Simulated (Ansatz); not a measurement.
A structure relaxed at PBE0-D4/def2-TZVP, charge 0, multiplicity 2:

```xyz
4

F     0.329   -0.149    1.696
Sn    0.426    0.343   -0.156
F     0.312   -1.366   -1.023
H    -1.068    1.172   -0.517
```

**Question.** Give its formula and SMILES.

**Answer.** F2HSn, `[F][SnH][F]`.

**Question.** Point group (tolerance 0.08 Å, 0.16 Å for H)?

**Answer.** Cs.

**Question.** Summarise the bond lengths by kind.

**Answer.** 2 × F–Sn 1.919 Å; 1 × H–Sn 1.746 Å.

Results of the Gaussian-basis code of Ansatz.
